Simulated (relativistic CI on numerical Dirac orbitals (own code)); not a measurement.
**Se4+: calculation against measurement**

Computed by Dirac-Coulomb-Breit CI, KLI orbitals optimised for each configuration, model QED (radiative potential, 1s self-energy scaled to tabulated hydrogen-like ionisation energies), valence Slater integrals scaled by 0.85, P86 correlation estimate, and configurations built on the next ion tied to the tabulated ionisation energy (semi-empirical) (own radial code, finite nucleus).

Configurations in the expansion (outside the closed core [Ar]): 3d10 4s2, 3d10 4s 4d, 3d10 4s 5s, 3d10 4s 5p, 3d10 4s 4p, 3d10 4s 5d, 3d10 4s 6s, 3d10 4s 4f, 3d10 4s 5f, 3d10 4p2, 3d10 4d2, 3d10 4p 4d, 3d10 4f2, 3d10 4p 4f, 3d10 4s 6p, 3d10 4p 5s, 3d10 4s 5g, 3d10 4s 6d, 3d9 4s 4p2, 3d10 4s 6f, 3d10 4d 4f, 3d8 4s2 4p2, 3d9 4s2 4p, 3d10 4d 5s. Levels of other configurations are missing.

| Configuration | Term (tabulated) | J | Measured (cm⁻¹) | Computed | Error | Purity (%) |
| --- | --- | --- | --- | --- | --- | --- |
| 3d10 4s2 | 1S | 0 | 0.0 | 0 | 0 | 98 |
| 3d10 4s 4p | 3P° | 0 | 89749.0 | 97209 | 7460 | 100 |
| 3d10 4s 4p | 3P° | 1 | 91350.0 | 98748 | 7398 | 99 |
| 3d10 4s 4p | 3P° | 2 | 94960.0 | 102202 | 7242 | 100 |
| 3d10 4s 4p | 1P° | 1 | 131733.0 | 139064 | 7331 | 97 |
| 3d10 4p2 | 3P | 0 | 211794.0 | 209523 | -2271 | 98 |
| 3d10 4p2 | 1D | 2 | 213203.0 | 211747 | -1456 | 59 |
| 3d10 4p2 | 3P | 1 | 214091.0 | 211689 | -2402 | 100 |
| 3d10 4p2 | 3P | 2 | 218615.0 | 216375 | -2240 | 69 |
| 3d10 4p2 | 1S | 0 | 248787.0 | 245954 | -2833 | 95 |
| 3d10 4s 4d | 3D | 1 | 257536.0 | 264741 | 7205 | 100 |
| 3d10 4s 4d | 3D | 2 | 257750.0 | 264940 | 7190 | 100 |
| 3d10 4s 4d | 3D | 3 | 258082.0 | 265247 | 7165 | 100 |
| 3d10 4s 4d | 1D | 2 | 279038.0 | 285655 | 6617 | 84 |
| 3d10 4s 5s | 3S | 1 | 287422.0 | 295131 | 7709 | 100 |
| 3d10 4s 5s | 1S | 0 | 295381.0 | 303567 | 8186 | 100 |
| 3d10 4s 5p | 3P° | 0 | 326298.0 | 333203 | 6905 | 99 |
| 3d10 4s 5p | 3P° | 1 | 326631.0 | 333598 | 6967 | 95 |
| 3d10 4s 5p | 3P° | 2 | 327843.0 | 334802 | 6959 | 99 |
| 3d10 4s 5p | 1P° | 1 | 329640.0 | 337280 | 7640 | 92 |
| 3d10 4p 4d | 3F° | 2 | 351880.0 | 350310 | -1570 | 85 |
| 3d10 4p 4d | 3F° | 3 | 353241.0 | 352119 | -1122 | 85 |
| 3d10 4p 4d | 3F° | 4 | 355112.0 | 354478 | -634 | 84 |
| 3d10 4s 4f | 1F° | 3 | 358148.0 | 365526 | 7378 | 67 |
| 3d10 4p 4d | 1D° | 2 | 363473.0 | 358974 | -4499 | 94 |
| 3d10 4s 4f | 3F° (computed) | 2 | 372695.0 | 378673 | 5978 | 87 |
| 3d10 4s 4f | 3F° † | 3 | 373227.0 | 378895 | 5668 | 85 |
| 3d10 4p 4d | 3D° | 1 | 373386.0 | 369921 | -3465 | 59 |
| 3d10 4s 4f | 3F° † | 4 | 374294.0 | 379191 | 4897 | 84 |
| 3d10 4p 4d | 3P° | 0 | 376667.0 | 372500 | -4167 | 99 |
| 3d10 4p 4d | 3P° | 1 | 377057.0 | 372981 | -4076 | 59 |
| 3d10 4p 4d | 3D° | 3 | 377171.0 | 373262 | -3909 | 97 |
| 3d10 4p 4d | 3D° | 2 | 377216.0 | 373335 | -3881 | 68 |
| 3d10 4s 5d | 3D | 1 | 384101.0 | 391425 | 7324 | 100 |
| 3d10 4s 5d | 3D | 2 | 384207.0 | 391506 | 7299 | 100 |
| 3d10 4s 5d | 3D | 3 | 384376.0 | 391634 | 7258 | 100 |
| 3d10 4s 5d | 1D | 2 | 386684.0 | 395518 | 8834 | 99 |
| 3d10 4s 6s | 3S | 1 | 395720.0 | 403031 | 7311 | 100 |
| 3d10 4s 6s | 1S | 0 | 398817.0 | 406119 | 7302 | 100 |
| 3d10 4p 4d | 1P° | 1 | 399060.0 | 394702 | -4358 | 90 |
| 3d10 4p 5s | 3P° | 0 | 401867.0 | 398304 | -3563 | 98 |
| 3d10 4p 5s | 3P° | 1 | 402722.0 | 399314 | -3408 | 88 |
| 3d10 4p 4d | 1F° | 3 | 404273.0 | 402657 | -1616 | 60 |
| 3d10 4p 5s | 3P° | 2 | 407500.0 | 403523 | -3977 | 98 |

Measured levels from measured levels as listed in Rauch et al., Astron. Astrophys. 606, A105 (2017); pairs were made by configuration, J and term (by order where the table uses no LS term), so strongly mixed levels may be paired wrongly.

Mean error by configuration (cm⁻¹): 3d10 4s 4p 7358; 3d10 4p2 -2240; 3d10 4s 4d 7045; 3d10 4s 5s 7947; 3d10 4s 5p 7118; 3d10 4p 4d -3027; 3d10 4s 4f 6678; 3d10 4s 5d 7679; 3d10 4s 6s 7306; 3d10 4p 5s -3649. Over the excited levels the mean absolute error is 5271 cm⁻¹ (43 of the 45 excited levels that our extract of the source holds in range could be paired, and the others can miss by more), and the median relative error of those above 1,000 cm⁻¹ is 1.8 %. † marks terms whose computed intervals miss the measured ones by more than a factor of 2.5, or configurations far off the rest, from wrong mixing, a near crossing or a doubtful label or measurement; they are left out of the means.
